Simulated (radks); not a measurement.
Results of a calculation; reference values are marked as such.
The zirconium ion Zr2+ inside a hard spherical wall (all orbitals vanish at R), configuration held at [Kr] 4d2 and not refilled when levels cross. Level of theory: scalar-relativistic Kohn-Sham, LDA (Slater exchange, VWN5 correlation), spin-polarised, spherical densities, finite nucleus; open shells are filled with parallel spins first (spin-orbit coupling, left out, can overturn this in heavy ions); Fermi nuclear charge, rms radius 4.2694 fm (a radial shooting solver on a logarithmic mesh with Libxc functionals). Eigenvalues in eV for spin up, with the zero of energy where the potential of the charges vanishes at infinity; a dash marks a level that is unbound or too diffuse for the functional's potential to be trusted. A positive occupied level is held by the wall or, in an anion where self-interaction has pushed it up, behind a barrier. The pressure on the wall is -dE/dV.

R (bohr),E (hartree),kinetic (hartree),e(3d),e(4s),e(4p),e(4d),"e(5s, empty)","e(5p, empty)",pressure (GPa)
free,-3593.84023,3694.047,-189.62,-69.534,-47.545,-18.067,-16.670,-12.024,0
20,-3593.84023,3694.047,-189.62,-69.534,-47.545,-18.067,-16.670,-12.024,< 0.0001
15,-3593.84023,3694.047,-189.62,-69.534,-47.545,-18.067,-16.670,-12.024,< 0.0001
12,-3593.84023,3694.047,-189.62,-69.534,-47.545,-18.067,-16.670,-12.024,< 0.0001
10,-3593.84023,3694.047,-189.62,-69.534,-47.545,-18.067,-16.670,-12.018,< 0.0001
8,-3593.84016,3694.048,-189.62,-69.528,-47.540,-18.062,-16.653,-11.935,0.00455
5,-3593.82567,3694.154,-189.05,-69.054,-47.093,-17.518,-14.948,-8.683,2.33
3,-3593.25484,3697.250,-181.41,-63.469,-41.384,-8.708,11.607,25.436,330
2.5,-3591.99749,3703.307,-171.71,-56.249,-33.264,2.926,45.105,63.437,1670
2,-3587.29683,3722.334,-149.44,-36.173,-10.176,33.032,128.82,153.02,10200
